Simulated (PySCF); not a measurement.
C₃H₆GeO, SMILES O=C1[CH2][GeH2][CH2]1. Coordinates come from a B3LYP-D3(BJ)/def2-SVP optimisation. The structure was generated by enumeration, and PubChem lists no compound with its InChIKey, so it may never have been made.

### Question
Give the equilibrium geometry at B3LYP-D3(BJ)/def2-SVP (PySCF confirms it by a frequency run) as a Z-matrix, and its point group. (The exact figures need the calculation; the answer reports its results.)

### Answer
point group Cs.
```
C
O 1 1.2034
C 1 1.5368 2 127.34
H 3 1.0977 1 114.67 2 21.29
H 3 1.1033 4 109.52 1 125.22
C 1 1.5368 2 127.34 3 168.04
H 6 1.0977 1 114.67 2 -21.29
H 6 1.1033 7 109.52 1 -125.22
Ge 3 2.0015 4 124.50 5 130.44
H 9 1.5369 3 115.29 4 23.78
H 9 1.5375 10 112.40 3 137.82
```
Charge 0, spin multiplicity 1.
